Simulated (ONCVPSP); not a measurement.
Plane-wave convergence, ONCV potential for gold

- Element: gold
- Generator: ONCVPSP 4.0.1
- Type: optimised norm-conserving Vanderbilt (ONCV)
- Functional: PBE
- Relativity: scalar-relativistic
- Frozen core: [Kr] 4d10
- Valence charge: 33
- Reference configuration: 4f14 5s2 5p6 5d10 6s0.5 6p0.5
- Partial waves: 5s+6s: rc 1.55 bohr, ncon 4, nbas 8, qcut 7.3 1/bohr, 3 projectors, debl 2.3 Ha; 5p+6p: rc 1.65 bohr, ncon 5, nbas 9, qcut 9.9 1/bohr, 2 projectors; 5d: rc 2.10 bohr, ncon 4, nbas 8, qcut 6.7 1/bohr, 2 projectors, debl 2.2 Ha; 4f: rc 0.50 bohr, ncon 3, nbas 7, qcut 34.7 1/bohr, 3 projectors, debl 2.8 Ha
- Local potential: polynomial inside 0.35 bohr (lpopt 5, dvloc0 0 Ha)
- Core correction: Teter function fitted to the true core (icmod 2), fcfact 0.45

In the f channel the program set the typed energies aside and used -3.024, 0.250, 3.050 Ha.

For each optimised wave give the share of its norm inside rc, the residual kinetic energy above qcut (Ha) and the cutoffs (Ha) for errors of 10, 1, 0.1 and 0.01 mHa per electron.

```json
{"wave": "5s", "norm inside rc": "0.966", "residual KE": "3.8e-05", "10 mHa": "16.0", "1 mHa": "21.1", "0.1 mHa": "25.0", "0.01 mHa": "62.7"}
{"wave": "6s", "norm inside rc": "0.072", "residual KE": "4.8e-05", "10 mHa": "13.1", "1 mHa": "20.4", "0.1 mHa": "25.3", "0.01 mHa": "54.2"}
{"wave": "s projector 3", "norm inside rc": "0.124", "residual KE": "2.7e-04", "10 mHa": "17.7", "1 mHa": "23.8", "0.1 mHa": "31.3", "0.01 mHa": "61.5"}
{"wave": "5p", "norm inside rc": "0.928", "residual KE": "6.1e-07", "10 mHa": "24.3", "1 mHa": "32.9", "0.1 mHa": "39.2", "0.01 mHa": "43.8"}
{"wave": "6p", "norm inside rc": "0.018", "residual KE": "7.1e-08", "10 mHa": "7.5", "1 mHa": "21.6", "0.1 mHa": "32.1", "0.01 mHa": "39.1"}
{"wave": "5d", "norm inside rc": "0.805", "residual KE": "8.0e-06", "10 mHa": "13.9", "1 mHa": "17.3", "0.1 mHa": "19.8", "0.01 mHa": "23.2"}
{"wave": "d projector 2", "norm inside rc": "0.148", "residual KE": "2.5e-05", "10 mHa": "14.2", "1 mHa": "18.1", "0.1 mHa": "20.8", "0.01 mHa": "27.9"}
{"wave": "4f", "norm inside rc": "0.587", "residual KE": "2.7e-06", "10 mHa": "427.6", "1 mHa": "488.5", "0.1 mHa": "536.0", "0.01 mHa": "574.0"}
{"wave": "f projector 2", "norm inside rc": "0.000", "residual KE": "3.5e-10", "10 mHa": "1.0", "1 mHa": "135.1", "0.1 mHa": "263.2", "0.01 mHa": "361.5"}
{"wave": "f projector 3", "norm inside rc": "0.020", "residual KE": "2.4e-07", "10 mHa": "336.1", "1 mHa": "420.7", "0.1 mHa": "487.1", "0.01 mHa": "538.5"}
```

The occupied waves need 489 Ha and 536 Ha for 1 and 0.1 mHa. Rows with under 1 % of the norm inside rc give no meaningful cutoff. Note: ghosts flagged at negative energy: s at -2423.9 eV, p at -1587.5 eV, d at -847.6 eV; GHOST(+) flagged for s at 11.1 eV. A true bound ghost makes a file unfit for plane-wave use. The potential misses its own reference levels by up to 0.8 eV. 1 of 4 tests not solved or not reliable.
